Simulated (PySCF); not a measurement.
# CH7FO2Si2

CH7FO2Si2 is a small molecule, neutral, singlet. The structure, one conformer, was relaxed in the gas phase by PBE0-D3(BJ)/def2-SVP. No frequency run checks that it is a minimum.

SMILES: FC(O[SiH3])O[SiH3]

Coordinates in Å:
```
C1      0.238   -0.828    0.810
O2     -0.569    0.238    0.500
Si3    -2.134    0.110   -0.130
O4      1.537   -0.501    0.643
Si5     2.037    0.686   -0.459
F6     -0.094   -1.873   -0.026
H7      0.070   -1.187    1.841
H8     -2.109   -0.283   -1.566
H9     -2.920   -0.878    0.663
H10    -2.701    1.475    0.021
H11     1.756    2.054    0.056
H12     1.393    0.494   -1.790
H13     3.505    0.474   -0.558
```

Shieldings: GIAO PBE0/pcSseg-1. Shifts are against computed references at the same level: C TMS (σ 184.4 ppm), H TMS (σ 31.27 ppm), Si TMS (σ 352.0 ppm). Core levels by delta-SCF with SCAN, pcX-2 on the ionised atom and pcseg-1 elsewhere, spin-free X2C (2p3/2 is the spin-free 2p value less a third of a first-order spin-orbit splitting); from the vacuum level, for chosen atoms.

Problem. Give the NMR and core-level values of the distinct atoms.

Solution. 
| atoms | bonded to | σ (ppm) | δ (ppm) | core level (eV) |
| --- | --- | --- | --- | --- |
| C1 | 1 F + 2 O + 1 H | 69.5 | 114.9 | 1s 296.41 |
| O2 | 1 C + 1 Si | 237.0 | - | 1s 538.88 |
| Si3 | 1 O + 3 H | 387.2 | -35.2 | 2p3/2 107.94 |
| O4 | 1 C + 1 Si | 237.0 | - | 1s 538.79 |
| Si5 | 1 O + 3 H | 389.9 | -38.0 | - |
| F6 | 1 C | 260.2 | - | 1s 692.67 |
| H7 | 1 C | 25.16 | 6.11 | - |
| H8 H9 H10 | 1 Si | 26.41 | 4.86 | - |
| H11 H12 H13 | 1 Si | 26.46 | 4.81 | - |

Values are those of this one static structure, with the three H of a rotating XH3 group averaged; atoms that internal rotation interchanges would show their mean in an NMR spectrum.

Problem. By CAM-B3LYP/def2-SVPD (TDDFT singlets, Tamm-Dancoff triplets, ionisation by delta-SCF), where does absorption start, and what does vertical ionisation take?

Solution. The lowest singlet lies at 7.82 eV (f 0.001), the strongest of the first 6 at 8.66 eV (f 0.089), the lowest triplet at 7.41 eV; vertical ionisation takes 11.18 eV.

The 3 runs behind this took 4.7 min in all, one thread each of Arm Neoverse V1 on a shared host, launched as `OMP_NUM_THREADS=1 python cluster_run.py task.json out`.
